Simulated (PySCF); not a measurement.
## [RhS2]+, triplet: data card

All numbers come from PySCF, UPBE0, basis Rh def2-SVP with ECP28, S def2-SVP (scalar-relativistic core potentials, no spin–orbit coupling, density fitting).

The structure is a minimum.

Z-matrix (Å, degrees; charge 1 multiplicity 3):
```
Rh
S  1 2.2918
S  2 1.9575 1 64.72
```

```json
{"Point group": "C2v", "Bond lengths": "Rh–S 2.292 Å (×2), S–S 1.958 Å", "Bond angles": "Rh–S–S 64.7° (×2), S–Rh–S 50.6°", "Spin squared ⟨S²⟩": "2.012", "Zero-point energy": "7.4 kJ/mol", "Heat capacity Cp at 298.15 K": "51.2 J/(mol K)", "Principal quadrupole moments (Buckingham, traceless) about the centre of mass": "-6.98, -1.33, 8.30 D Å", "Rotational constants": "0.2752, 0.09954, 0.0731 cm⁻¹", "Principal polarisabilities": "29.4, 53.7, 55.6 bohr³", "Enthalpy at 298.15 K above 0 K": "12.54 kJ/mol", "Lowest empty level (β)": "-9.64 eV", "Dipole moment about the centre of mass": "0.93 D", "Highest occupied level (α)": "-12.72 eV", "Entropy at 298.15 K and 1 bar (electronic part: spin only)": "299.6 J/(mol K)", "Rotational symmetry number": "2"}
```

Harmonic modes (masses in u: Rh 102.906, S 31.972):
```tsv
symmetry	ω (cm⁻¹)	IR (km/mol)
b2	253	0.5
a1	327	1.8
a1	666	1.6
```

In C2v the vibrations span b2 + 2a1. Here b1 is antisymmetric to the molecular plane and b2 lies in it.

Charges (e):
```csv
atom,Mulliken,Löwdin,polar tensor,spin (Mulliken),Mayer order to Rh1
Rh1,0.50,-0.01,0.62,1.11,–
"S2,3",0.25,0.50,0.19,0.44,0.99
```
Other Mayer orders above 0.3: S–S 1.53.

Mulliken populations on Rh1 (electrons outside its core potential): s 2.29, p 6.15, d 8.05, f 0.00.

Only a few start shapes were tried, so a lower isomer may exist. Open d and f shells are described by one determinant, and the ground state may have another occupation or spin.

The final relaxation and frequency run took about 120 core-seconds on a shared host.
